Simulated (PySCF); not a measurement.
## Constants of CoO, step by step

State: ⁴Δ, quartet, unpaired electrons π ↑↑, δ ↑. De refers to Co (3d7 4s2) + O. ROHF-based CCSD(T) in PySCF 2.14 with Co aug-cc-pVDZ, O aug-cc-pVDZ and Co aug-cc-pVTZ, O aug-cc-pVTZ (frozen core orbitals: 10; no relativity). Correlation energies are extrapolated as n⁻³ (n = 2, 3), Hartree–Fock as (n+1)·exp(−9√n). SR is the spin-free X2C energy in Co cc-pVTZ-DK, O cc-pVTZ-DK less the non-relativistic one in Co cc-pVTZ, O cc-pVTZ.

```tsv
Level	Re (Å)	ωe (cm⁻¹)	ωexe (cm⁻¹)	αe (cm⁻¹)	De (eV)
CCSD(T)/DZ	1.6368	910	4.02	n/a	3.501
CCSD(T)/TZ	1.6287	927.5	3.91	n/a	3.777
HF/CBS	1.7034	769	n/a	0.00426	-0.935
MP2/CBS	1.6244	798.3	-2.24	n/a	3.824
CCSD/CBS	1.6158	926.5	5.78	0.00364	3.053
CCSD(T)/CBS	1.6263	933.9	3.91	n/a	3.885
CCSD(T)/CBS+SR	1.6124	951.5	n/a	n/a	3.831
```

Question: How much is left between CCSD(T)/TZ and the basis-set limit, and how much do the triples give at the limit?

Answer: CCSD(T)/CBS less CCSD(T)/TZ: -2.4 mÅ in Re, +6.4 cm⁻¹ in ωe and +0.108 eV in De. CCSD(T)/CBS less CCSD/CBS: +10.5 mÅ in Re, +7.4 cm⁻¹ in ωe and +0.832 eV in De.

Question: What do the later terms add?

Answer: SR: -13.9 mÅ in Re, +17.6 cm⁻¹ in ωe and -0.054 eV in De, each against the row above.

The T1 diagnostic is 0.106, large enough to doubt a single reference. The state was picked by a PBE0 search and need not be the measured ground state. Spin–orbit coupling, excitations beyond (T) and corrections to the Born–Oppenheimer picture are left out.

The whole job (state search and all basis sets along the bond) took about 34 min on 4 threads of Arm Neoverse V2 (shared host), peak memory 15 GiB.
